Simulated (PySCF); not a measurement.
Species: C₆H₈FN₃.
Cartesian coordinates in Å at the PBE0-D3(BJ)/def2-SVP level; atoms count from 1:
```xyz
18
C6H8FN3 angstrom
F      2.7351    1.9813   -0.7939
C      2.0211    0.9053   -0.5704
C      2.4634   -0.3770   -0.2165
N      1.3773   -1.1356   -0.0957
N      0.3788   -0.3270   -0.3667
C     -0.9956   -0.7611   -0.3463
C     -1.8636   -0.4992   -1.5876
C     -3.0318   -0.1786   -0.6345
C     -2.0019    0.0450    0.4903
N      0.7080    0.9167   -0.6604
H      3.4680   -0.7583   -0.0540
H     -0.9586   -1.8217   -0.0664
H     -1.5082    0.4033   -2.1057
H     -1.9743   -1.3171   -2.3142
H     -3.6623   -1.0605   -0.4451
H     -3.6835    0.6655   -0.8989
H     -1.6836    1.0963    0.5412
H     -2.2282   -0.3177    1.5031
```

All values: PBE0/pcSseg-1 (PySCF, non-relativistic), on one gas-phase PBE0-D3(BJ)/def2-SVP geometry that isn't relaxed in the solvent. The solvent is an IEF-PCM continuum (cavity from Bondi-type radii × 1.2). Only the electrostatic response of the medium enters.

```csv
run,E − E(gas) (kJ/mol),HOMO (eV),HOMO–LUMO gap (eV),dipole (D)
gas,0.00,-7.47,7.15,1.75
P,-15.68,-7.48,7.08,2.04
Q,-8.75,-7.47,7.12,1.92
```

Problem. The runs were made in benzene and tetrahydrofuran. Which run belongs to which solvent?

Solution. P = tetrahydrofuran, Q = benzene. The dielectric constants are 2.271 (benzene), 7.426 (tetrahydrofuran), and the energy falls further as ε rises. In this model the ground state sees the solvent through ε alone.

Problem. How constant is the ratio of the lowering to (ε − 1)/(2ε + 1)?

Solution. 
```csv
solvent,(ε − 1)/(2ε + 1),E − E(gas) (kJ/mol),ratio (kJ/mol),polarisation term (kJ/mol)
benzene,0.229,-8.75,-38.2,-9.15
tetrahydrofuran,0.405,-15.68,-38.7,-17.02
```

The ratio changes by +1.3 % in size from benzene to tetrahydrofuran. The polarisation term is half the interaction of the solute with the induced surface charges.
